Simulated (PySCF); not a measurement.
C₂H₉NOSi₂, SMILES CN1C[Si@@H](O)[SiH2]1.

Geometry optimised at ωB97X-D3(BJ)/def2-SVP. The structure was generated by enumeration; whether it is a known compound was not checked. One conformer was computed; it need not be the lowest.

The numbers are results of TDA-PBE0/def2-SVPD in PySCF, not measurements.

Vertical excitations. Gas-phase values at a fixed geometry.

Computed lowest excited states:
```json
[
 {"state": "S1", "energy (eV)": "4.90", "λ (nm)": "253", "f": "0.001", "main pairs": "HOMO→LUMO 64 %, HOMO→LUMO+1 35 %"},
 {"state": "S2", "energy (eV)": "5.22", "λ (nm)": "238", "f": "0.019", "main pairs": "HOMO→LUMO+1 64 %, HOMO→LUMO 35 %"},
 {"state": "S3", "energy (eV)": "5.88", "λ (nm)": "211", "f": "0.007", "main pairs": "HOMO→LUMO+2 64 %, HOMO→LUMO+3 26 %"},
 {"state": "S4", "energy (eV)": "5.90", "λ (nm)": "210", "f": "0.014", "main pairs": "HOMO−1→LUMO 86 %"},
 {"state": "S5", "energy (eV)": "6.05", "λ (nm)": "205", "f": "0.040", "main pairs": "HOMO→LUMO+3 63 %, HOMO→LUMO+2 31 %"},
 {"state": "S6", "energy (eV)": "6.30", "λ (nm)": "197", "f": "0.072", "main pairs": "HOMO−1→LUMO+1 94 %"},
 {"state": "T1", "energy (eV)": "4.62", "λ (nm)": "268", "f": "0", "main pairs": "HOMO→LUMO 81 %, HOMO→LUMO+1 14 %"},
 {"state": "T2", "energy (eV)": "4.82", "λ (nm)": "257", "f": "0", "main pairs": "HOMO→LUMO+1 81 %"}
]
```
Triplets are in the Tamm–Dancoff approximation.
